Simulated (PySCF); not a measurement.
Structure revision by computed shifts

A compound C4H7FO2Si gives the data below (simulated from a calculation) and was assigned the structure `COC1=CO[Si@H](F)C1`.

¹³C{¹H} NMR (computed): δ 148.2 (C), 118.7 (CH2), 58.0 (CH), 57.6 (CH).

¹H NMR (600 MHz, computed): δ 6.38 (m, 1H), 6.27 (m, 1H), 5.15 (m, 1H), 4.61 (m, 1H), 4.39 (m, 1H), 4.02 (m, 1H), 1.09 (br s, 1H).

All values are calculated (PySCF 2.14.0 with density-fitted response routines): structure optimised with GFN2-xTB, shieldings: GIAO PBE0/pcSseg-1. In vacuum, one computed conformer, no relativistic terms.

Scale: TMS for ¹H and ¹³C (reference shieldings calculated alike).

(1) Compare with the shifts computed for the proposed structure, pairing carbons in order of shift.

(2) Which isomer fits?

## Answers

(1) Atoms are numbered as in `[CH3:1][O:2][C:3]1=[CH:4][O:5][Si@H:6]([F:7])[CH2:8]1`. Each H is labelled by its parent atom.

```
atom  computed for proposal  given list  difference
  C3                  153.1       148.2        +4.9
  C4                  126.5       118.7        +7.8
  C1                   56.9        58.0        -1.1
  C8                   21.2        57.6       -36.4
```

The rms difference is 18.8 ppm and the largest -36.4 ppm at C8 (allylic sp3 CH2 bonded to Si). The carbon types in order of shift don't match either: C, CH, CH3, CH2 for the proposal against C, CH2, CH, CH in the data. The proposal doesn't fit.

(2) SMILES O([C@@H]1C(=C)[C@H]1O)[SiH2]F.

- Carbon types of the structure: 1 × C, 2 × CH, 1 × CH2, leaving 3 H on heteroatoms.
- δC 148.2: fully substituted alkene carbon; as expected for a trigonal carbon in a double bond.
- δC 118.7: terminal =CH2 carbon; an sp2 carbon of a C=C bond.
- δH 6.38, 6.27: hydrogen on a terminal =CH2 carbon; a vinylic proton, deshielded by the sp2 carbon and the C=C anisotropy.
- δH 4.39, 4.02: hydrogen on a three-membered-ring carbon; its carbon carries O, hence the downfield position.

Other isomers checked: CC1=C(O[SiH2]O)[C@H]1F (rms 28.6 ppm).

The shifts were computed for this structure.

OH/NH shifts are gas-phase values; hydrogen bonding in solution moves them, usually downfield. Splittings by ¹⁹F in the carbon and heteronuclear signals aren't shown, as no couplings were computed. Shifts are as computed. Against solution values, carbons near 30 ppm lie about +3 ppm off and those near 130 ppm about +5 ppm. Of 1211 compounds with measured shifts, 218 miss one by over three times the rms of a fit or turn the order of signals round; such compounds aren't used in these exercises. Multiplicities follow the n + 1 count of equivalent neighbours, as no J values were calculated; m marks all less simple cases, F and P coupling included.
